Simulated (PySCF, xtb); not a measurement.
I4Ti, SMILES [I][Ti-]([I])([I])[I] (connectivity only; charge and spin as stated), charge -1, multiplicity 2.

Harmonic wavenumbers (cm⁻¹) from GFN2-xTB (xtb) at its own minimum, in rising order: 36, 36, 48, 48, 48, 139, 284, 284, 284.

Task: What does B3LYP-D3(BJ)/def2-SVPD run with PySCF give at its own minimum? (The exact figures need the calculation; the answer reports its results.)

Result: 25, 42, 50, 50, 57, 137, 261, 261, 283. Paired by order, the mean absolute difference is 9 cm⁻¹ and the zero-point energies are 1.7 and 1.7 kcal/mol.
